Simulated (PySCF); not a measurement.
Isomers of C4H10O3Si, mass 134.040 u with the commonest isotopes. Method: PBE0/pcSseg-1 in PySCF (dipole) on a GFN2-xTB geometry, gas phase. One conformer each, none proved a minimum here; rigid rotors.

Task: Order these by rotational constant C, smallest first.
A. `[CH3:1][O:2][SiH:3]([O:4][CH3:5])[C:6]([CH3:7])=[O:8]` with C1–O2–Si3–O4 -167°, O2–Si3–O4–C5 -60°, O2–Si3–C6–C7 -128°
B. `[CH3:1][O:2][CH2:3][SiH2:4][O:5][C:6]([CH3:7])=[O:8]` with C1–O2–C3–Si4 180°, O2–C3–Si4–O5 -76°, C3–Si4–O5–C6 176°, Si4–O5–C6–C7 -178°
C. `[CH3:1][O:2]/[CH:3]=[C:4](\[O:5][CH3:6])[O:7][SiH3:8]` with C1–O2–C3–C4 151°, C3–C4–O5–C6 -10°, C3–C4–O7–Si8 -178°

Result: B (678.5 MHz), C (736.6 MHz), A (903.1 MHz).

Task: Order these by radius of gyration √(Σ m r²/M), smallest first.
A. `[CH3:1][O:2]/[CH:3]=[C:4](\[O:5][CH3:6])[O:7][SiH3:8]` with C1–O2–C3–C4 151°, C3–C4–O5–C6 -10°, C3–C4–O7–Si8 -178°
B. `[CH3:1][O:2][CH2:3][SiH2:4][O:5][C:6]([CH3:7])=[O:8]` with C1–O2–C3–Si4 180°, O2–C3–Si4–O5 -76°, C3–Si4–O5–C6 176°, Si4–O5–C6–C7 -178°
C. `[CH3:1][O:2][SiH:3]([O:4][CH3:5])[C:6]([CH3:7])=[O:8]` with C1–O2–Si3–O4 -167°, O2–Si3–O4–C5 -60°, O2–Si3–C6–C7 -128°

Result: C (2.082 Å), A (2.277 Å), B (2.394 Å).

Task: Order these by out-of-plane moment Σ m c² = (Ia + Ib − Ic)/2, largest first.
A. `[CH3:1][O:2][SiH:3]([O:4][CH3:5])[C:6]([CH3:7])=[O:8]` with C1–O2–Si3–O4 -167°, O2–Si3–O4–C5 -60°, O2–Si3–C6–C7 -128°
B. `[CH3:1][O:2][C:3](=[O:4])[C@H:5]([CH3:6])[O:7][SiH3:8]` with C1–O2–C3–O4 -1°, O2–C3–C5–C6 -74°, C3–C5–O7–Si8 24°
C. `[CH3:1][O:2][CH2:3][SiH2:4][O:5][C:6]([CH3:7])=[O:8]` with C1–O2–C3–Si4 180°, O2–C3–Si4–O5 -76°, C3–Si4–O5–C6 176°, Si4–O5–C6–C7 -178°
D. `[CH3:1][O:2]/[CH:3]=[C:4](\[O:5][CH3:6])[O:7][SiH3:8]` with C1–O2–C3–C4 151°, C3–C4–O5–C6 -10°, C3–C4–O7–Si8 -178°

Result: B (25.93 u·Å²), C (23.58 u·Å²), A (21.64 u·Å²), D (9.18 u·Å²).

```tsv
SMILES	point group	Ia (u·Å²)	Ib (u·Å²)	Ic (u·Å²)	κ	μa (D)	μb (D)	μc (D)
CO/C=C(\OC)O[SiH3]	C1	144.44	559.98	686.05	-0.88	1.29	0.78	0.77
CO[SiH](OC)C(C)=O	C1	268.09	334.78	559.58	0.24	2.28	0.37	0.08
COC[SiH2]OC(C)=O	C1	135.94	656.01	744.79	-0.94	2.13	1.50	1.75
COC(=O)[C@H](C)O[SiH3]	C1	169.39	437.28	554.82	-0.76	3.39	0.89	0.24
```
